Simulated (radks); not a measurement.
Results of a calculation; reference values are marked as such.
Spherical quantum dot in the effective-mass picture: electrons in a hard-walled sphere of radius 1.47, all in effective atomic units (hartree* = m*/eps^2 hartree, bohr* = eps/m* bohr), one dielectric constant everywhere. Level of theory: non-relativistic Kohn-Sham, PBE, spin-polarised, spherical densities (a radial shooting solver with Libxc functionals). Levels are named by radial order and angular momentum (1s, 1p, 1d, 2s, ...), and open shells are averaged over m. Results are scaled to m* = 0.126 and eps = 12.7, for which hartree* = 21.26 meV and bohr* = 5.334 nm.

N = 40, configuration 1s2 1p6 1d10 2s2 1f14 1g(up 6, down 0). This is the lowest configuration that the search found. Occupied and some empty levels:

| level | occupation | eigenvalue (meV) | <r> (nm) |
|---|---|---|---|
| 1s up | 1 | 815.35 | 5.020 |
| 1s down | 1 | 817.85 | 4.998 |
| 1p up | 3 | 844.67 | 5.322 |
| 1p down | 3 | 847.50 | 5.309 |
| 1d up | 5 | 892.34 | 5.547 |
| 1d down | 5 | 895.43 | 5.539 |
| 1f up | 7 | 955.94 | 5.724 |
| 1f down | 7 | 959.22 | 5.719 |
| 2s up | 1 | 974.40 | 3.560 |
| 2s down | 1 | 975.43 | 3.569 |
| 1g up | 6 | 1034.1 | 5.868 |
| 1g down | 0 | 1037.6 | 5.865 |
| 2p up | 0 | 1063.9 | 4.112 |
| 2p down | 0 | 1065.2 | 4.113 |
| 1h up | 0 | 1126.1 | 5.989 |
| 1h down | 0 | 1129.6 | 5.987 |
| 2d up | 0 | 1168.2 | 4.474 |
| 2d down | 0 | 1169.7 | 4.472 |
| 3s up | 0 | 1211.8 | 3.730 |
| 3s down | 0 | 1213.2 | 3.734 |

Energy (meV): total 22474.8, kinetic 8501.4, external 0, Hartree 15074, exchange-correlation -1100.8.
